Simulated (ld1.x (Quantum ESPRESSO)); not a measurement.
lanthanum (La): variants of one TM potential

Base potential:

* Element: La (Z = 57)
* Generator: ld1.x (Quantum ESPRESSO) 7.5
* Type: norm-conserving Troullier–Martins (Kleinman–Bylander form)
* Functional: PBE
* Relativity: fully relativistic
* Frozen core: [Xe]
* Valence charge: 3
* Reference configuration: 4f0 5d1 6s2 6p0
* Partial waves: 6s (bound): rc 3.90 bohr; 6p (bound, empty): rc 4.20 bohr; 5d (bound): rc 2.60 bohr; 4f (bound, empty): rc 0.90 bohr
* Local potential: all-electron potential smoothed inside 0.95 bohr (lloc = -2)
* Core correction: none

Open shells are filled in proportion to 2j + 1 (rel_dist='average').

Cutoffs, loose and tight: the cutoffs (Ry, on a coarse ladder) from which the occupation-weighted sum of valence levels, in a spherical-Bessel basis at the reference potential, stays within 10 and 1 mRy of its value at 400 Ry. They do not see the model core or the augmentation charge, which bear on the density cutoff. Test errors are all-electron minus pseudo excitation energies from the reference, over the configurations 4f0 5d1 6s1 6p0; 4f0 5d1 6s0 6p0; 4f0 5d1 6s1.5 6p0; 4f0 5d1 6s1 6p1; 4f0 5d0 6s2 6p0; 4f0 5d1 6s0 6p2; 4f0 5d1 6s0 6p1. A dash means not determined; rows that change the core or the reference have their own tests. The largest error is taken over the tests solved by every variant that gives reliable tests at all: 4f0 5d0 6s2 6p0; 4f0 5d1 6s0 6p0; 4f0 5d1 6s1 6p0; 4f0 5d1 6s1.5 6p0.

For the base: The cutoffs count occupied waves only; the empty 4f level needs 300 Ry at the loose tolerance.

A true bound ghost makes a file unfit for plane-wave use even where its test errors are small: the radial tests pick states by their node count and pass the ghost by. Where a test does run into it, the solver fails or the error is huge.

```tsv
change	outcome	cutoff, loose	cutoff, tight	bound ghosts	largest test error (meV)
base	generated	10 Ry	12 Ry	s, p1/2, p3/2	+185
core correction a·sin(br)/r model core inside 0.44 bohr	generated	10 Ry	12 Ry	s, p1/2, p3/2	-103
wave 6s (bound): rc 3.90 bohr becomes 6s (bound): rc 4.38 bohr	generated	10 Ry	12 Ry	s, p1/2, p3/2	+170
functional revPBE	generated	10 Ry	12 Ry	s, p1/2, p3/2	+191
```

Task: What comes out with this change to the base: local potential all-electron potential smoothed inside 1.84 bohr (lloc = -2)?

Result: outcome: generated; cutoff, loose: 10 Ry; cutoff, tight: 12 Ry; bound ghosts: s, p3/2, p1/2; largest test error (meV): +184.

Task: What comes out with this change to the base: wave 5d (bound): rc 2.60 bohr becomes 5d (bound): rc 1.66 bohr?

Result: outcome: generated; cutoff, loose: 12 Ry; cutoff, tight: 55 Ry; bound ghosts: s, p1/2, p3/2; largest test error (meV): +180.

Task: What comes out with this change to the base: local potential the d channel?

Result: outcome: generated; cutoff, loose: 10 Ry; cutoff, tight: 12 Ry; bound ghosts: s, p3/2; largest test error (meV): +185.
